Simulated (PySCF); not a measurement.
BH4O4, SMILES [B-](O)(O)(O)O, charge -1.

Coordinates come from a PBE0-D3(BJ)/def2-SVPD optimisation. Other conformers were not sampled.

Level of theory: M06-2X/def2-SVPD (PySCF).

Symmetry labels are those of the subgroup C2 that the program uses (full group S4).

### Question
List the valence orbital energies around the gap with their symmetry. (Estimate from the structure and the level; the computed values follow.)

### Answer

```csv
orbital,symmetry,energy (eV)
HOMO−7,A,-7.23
HOMO−6,A,-6.19
HOMO−5,B,-5.84
HOMO−4,B,-5.84
HOMO−3,A,-5.22
HOMO−2,A,-4.54
HOMO−1,B,-3.99
HOMO,B,-3.99
LUMO,A,4.31
LUMO+1,B,5.66
LUMO+2,B,5.66
LUMO+3,A,5.69
```
